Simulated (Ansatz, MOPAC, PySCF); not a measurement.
Molecule: GaBr, charge 0, multiplicity 1. SMILES: [Ga][Br]
Geometry: optimised at B3LYP-D3(BJ)/def2-TZVP (Ansatz, an electronic-structure program).

Wanted: vertical ionisation energy to the doublet, in eV. Set-up: 6-31G* and kin with 6d, 5d where marked; PM7 with its own dispersion and hydrogen-bond terms; non-relativistic; each state is the SCF solution reached for its charge and spin; spin-orbit terms left out; UHF or UKS for open shells; LANL2DZ with its own core potentials from Na on. First-principles rows: single points at B3LYP-D3(BJ) geometries (Ansatz). Semi-empirical rows: differences of heats of formation at the shared geometry for vertical values.

```tsv
level	program	vertical ionisation energy to the doublet (eV)
AM1	MOPAC	10.15
PM3	MOPAC	10.33
PM6	MOPAC	10.05
PM7	MOPAC	9.02
HF/LANL2DZ	Ansatz	8.82
HF/6-31G*	Ansatz	8.70
PBE/LANL2DZ	Ansatz	9.58
PBE/6-31G*	Ansatz	9.60
B3LYP/3-21G	Ansatz	9.30
B3LYP/6-31G*	Ansatz	9.72
M06-2X/def2-TZVPD	PySCF	9.47
wB97X-V/def2-TZVPD	Ansatz	9.63
```

No value to compare with is used here. The 10 habitual levels span 8.70 (HF/6-31G*) to 10.33 eV (PM3); wB97X-V/def2-TZVPD gives 9.63.

The levels are drawn from those run, B3LYP/6-31G* more often than the rest, none by its result; runs whose electronic state is in doubt are left out.
